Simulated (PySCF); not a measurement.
C3H5, SMILES [CH2]C=C, doublet, PBE/def2-SVP optimised geometry.

```
8

C      1.36    -0.58     0.00
C     -0.03    -0.58     0.00
C     -0.84     0.55     0.00
H      1.93     0.36     0.00
H      1.94    -1.52     0.00
H     -0.54    -1.56     0.00
H     -0.40     1.56     0.00
H     -1.94     0.48     0.00
```

Density from unrestricted PBE/def2-TZVP in PySCF at that geometry.

Minimum of the electron density along straight lines between bonded atoms, close to the bond critical point (lines longer than 1.1 times the sum of covalent radii, or with two minima, are not listed):

```
bond   length / Å  ρ at the minimum / e bohr⁻³  ∇²ρ there / e bohr⁻⁵  position (fraction from the first atom)
-----  ----------  ---------------------------  --------------------  ---------------------------------------
C1–C2       1.393                        0.311                 -0.87                                     0.50
C2–C3       1.394                        0.311                 -0.87                                     0.50
C1–H4       1.102                        0.271                 -0.91                                     0.65
C1–H5       1.100                        0.272                 -0.92                                     0.65
C2–H6       1.106                        0.271                 -0.91                                     0.65
C3–H7       1.102                        0.271                 -0.91                                     0.65
C3–H8       1.100                        0.272                 -0.92                                     0.65
```
